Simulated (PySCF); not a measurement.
From one molecule to another.

First species: C₄H₈O₂.
Cartesian coordinates in Å at the GFN2-xTB level; atoms count from 1:
```
atom  x, y, z in Å
C1    -1.4824    0.5345    0.1373
C2    -0.1424    0.0319   -0.3903
C3     0.0420   -1.4619   -0.1001
C4     0.9967    0.7676    0.2819
O5     1.0128    1.1560    1.4179
O6     2.0434    0.9188   -0.5428
H7    -2.2965   -0.0488   -0.2849
H8    -1.6296    1.5796   -0.1240
H9    -1.5078    0.4460    1.2204
H10   -0.0628    0.1993   -1.4679
H11    0.9966   -1.8141   -0.4842
H12   -0.7546   -2.0302   -0.5738
H13    0.0079   -1.6394    0.9725
H14    2.7760    1.3602   -0.0841
```

Second species: C7H9OPS.
SMILES: `C#C[P@](=S)(C(C)=O)C1CC1`

Levels: PBE0/pcSseg-1 for dipole moment, HOMO energy, LUMO energy and HOMO–LUMO gap; GFN2-xTB for rotational constant A and rotational constant C. Geometries: GFN2-xTB. Each species is one conformer at its optimised geometry, gas phase, non-relativistic unless stated; the electronic structure was computed with PySCF and density fitting.

Dipoles, sizes and rotational constants follow the conformer. The torsions of the flexible species, by atom-mapped SMILES:
- `[CH3:1][CH:2]([CH3:3])[C:4](=[O:5])[OH:6]`: C1–C2–C4–O5 34°, H–O6–C4–C2 -178°
- `[CH:1]#[C:2][P@:3](=[S:4])([C:5]([CH3:6])=[O:7])[CH:8]1[CH2:9][CH2:10]1`: C2–P3–C5–C6 65°, C2–P3–C8–C9 -90°

```
             property   column X   column Y
        dipole moment     3.28 D     1.66 D
          HOMO energy   -6.67 eV   -7.97 eV
          LUMO energy   -1.72 eV    0.37 eV
        HOMO–LUMO gap    4.95 eV    8.34 eV
rotational constant A  1.121 GHz  5.038 GHz
rotational constant C  0.773 GHz  2.386 GHz
```

Task: Which column belongs to which species?

Result: Column X is the second species and column Y the first. The first has 14 atoms and 48 electrons, the second 19 and 90.

Task: How does each property change from the first species to the second?

Result: dipole moment +1.62 D; HOMO energy +1.30 eV; LUMO energy -2.09 eV; HOMO–LUMO gap -3.39 eV; rotational constant A -3.917 GHz; rotational constant C -1.613 GHz.

On the first: The dipole matches unit charges of opposite sign 0.35 Å apart (1 e·Å = 4.8032 D).

On the second: The dipole matches unit charges of opposite sign 0.68 Å apart (1 e·Å = 4.8032 D).
